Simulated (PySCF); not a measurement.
Numbering as in the mapped SMILES `[CH3:1][C:2]#[C:3][SiH:4]1[CH2:5][CH2:6][CH2:7]1`; H(Xn) means a hydrogen on atom n. Ha(C5), Ha(C6), Ha(C7) are cis to C3 on the ring; Hb(C5), Hb(C6), Hb(C7) are trans to C3 on the ring.

Geometry: GFN2-xTB; GIAO shifts from PySCF, gas phase, non-relativistic, averaged over equivalent atoms.

At HF/pcSseg-1 (176 basis functions, 23 s wall time on 1 thread of an Intel Xeon, shared host):
```tsv
atoms	δ (ppm)
C2	118.3
C3	84.9
C6	16.6
C5/C7	14.9
C1	4.8
Si4	-28.5
H(Si4)	4.73
H(C1)	2.09
Ha(C6)	2.09
Hb(C6)	1.94
Ha(C5)/Ha(C7)	1.52
Hb(C5)/Hb(C7)	1.30
```

δ = σ(ref) − σ, references computed at the same level: 13C (σ = 193.38 ppm), 29Si (σ = 393.30 ppm), 1H (σ = 32.15 ppm) against TMS.

Q: Estimate the result of repeating the calculation with PBE0/pcSseg-1.

A: 
```json
{"atoms": "C2", "δ at PBE0/pcSseg-1": "115.8", "change": "-2.5"}
{"atoms": "C3", "δ at PBE0/pcSseg-1": "86.0", "change": "+1.1"}
{"atoms": "C6", "δ at PBE0/pcSseg-1": "20.3", "change": "+3.7"}
{"atoms": "C5/C7", "δ at PBE0/pcSseg-1": "16.5", "change": "+1.6"}
{"atoms": "C1", "δ at PBE0/pcSseg-1": "6.1", "change": "+1.3"}
{"atoms": "Si4", "δ at PBE0/pcSseg-1": "-35.1", "change": "-6.6"}
{"atoms": "H(Si4)", "δ at PBE0/pcSseg-1": "5.17", "change": "+0.44"}
{"atoms": "H(C1)", "δ at PBE0/pcSseg-1": "2.11", "change": "+0.02"}
{"atoms": "Ha(C6)", "δ at PBE0/pcSseg-1": "2.24", "change": "+0.15"}
{"atoms": "Hb(C6)", "δ at PBE0/pcSseg-1": "2.19", "change": "+0.25"}
{"atoms": "Ha(C5)/Ha(C7)", "δ at PBE0/pcSseg-1": "1.72", "change": "+0.20"}
{"atoms": "Hb(C5)/Hb(C7)", "δ at PBE0/pcSseg-1": "1.52", "change": "+0.22"}
```

References, each an isolated molecule treated in the same way: 13C (186.93 ppm), 29Si (349.16 ppm), 1H (31.72 ppm) against TMS.

The largest change is at Si4 (silicon bonded to 3 C, H, in a 4-membered ring). Cost: 176 basis functions, 49 s wall time on 1 thread of an Intel Xeon, shared host. The order of the carbon signals is the same at both levels.
